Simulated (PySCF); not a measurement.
Simulated absorption spectrum

Compound: C4H12SSi.
InChI=1S/C4H12SSi/c1-4(2)3-5-6/h4H,3H2,1-2,6H3

Computed, not measured: PySCF 2.14.0, density-fitted response routines, TDDFT B3LYP/def2-SVPD, vertical, gas phase, core orbitals frozen in the response. One conformer (not necessarily the lowest) at the PBE0-D3(BJ)/def2-SVP geometry, without solvent, vibrations or thermal averaging. Torsions of this conformer, `[CH3:1][CH:2]([CH3:3])[CH2:4][S:5][SiH3:6]`: C1–C2–C4–S5 63°, C2–C4–S5–Si6 -103°.

Computed states:

```
state  E (eV)       f
   S1    5.40  0.0088
   S2    5.81  0.0080
   S3    6.20  0.0029
   S4    6.65  0.0084
   S5    6.80   0.010
   S6    6.90  0.0011
   S7    6.97   0.012
   S8    7.12   0.025
   S9    7.38   0.099
  S10    7.55   0.042
```

Broadening: Gaussians 0.5 eV wide at half height, area fixed by f = 4.319×10⁻⁹ ∫ε dν̃. The cross-section is σ = 3.8235×10⁻²¹ ε cm², given in Mb (10⁻¹⁸ cm²). The width is an assumption, not a result. The curve ends short of the highest state used, and states not computed would add to its high-energy end.

Q: Give the broadened spectrum and its maxima.

A: 
```
E (eV)  σ (Mb)
  4.65    0.00
  4.75    0.02
  4.85    0.07
  4.95    0.20
  5.05    0.48
  5.15    0.94
  5.25    1.48
  5.35    1.93
  5.45    2.15
  5.55    2.19
  5.65    2.17
  5.75    2.12
  5.85    1.97
  5.95    1.69
  6.05    1.38
  6.15    1.16
  6.25    1.14
  6.35    1.43
  6.45    2.15
  6.55    3.33
  6.65    4.88
  6.75    6.68
  6.85    8.78
  6.95   11.52
```

Maxima: 224 nm (5.53 eV), ε about 570, made up of S1 (67%) and S2 (33%) (ε in L mol⁻¹ cm⁻¹; maxima over ε = 5, shares over 10%). At its high-energy end, 6.95 eV, the curve is still rising (ε about 3000, from S5, S7, S8 and S9).

Q: Coming from long wavelengths, where does ε first pass 100 L mol⁻¹ cm⁻¹?

A: At about 247 nm (5.02 eV), 0.37 eV below S1.

Q: What would ε be at 5.53 eV, the highest of these maxima, with half the width (0.25 eV)?

A: About 454 L mol⁻¹ cm⁻¹ against 573, a factor of about 0.8; a lone state at its own centre would give exactly 2.

Q: On this curve, what absorbance would a 10⁻³ mol/L sample give at 248 nm over a 1 cm path?

A: 248 nm is 4.999 eV, where ε is about 83 L mol⁻¹ cm⁻¹, so A = ε c l ≈ 0.083 (Beer–Lambert, with the gas-phase spectrum and the assumed width).

All these states lie below the vertical ionisation energy of 8.86 eV (ΔSCF).
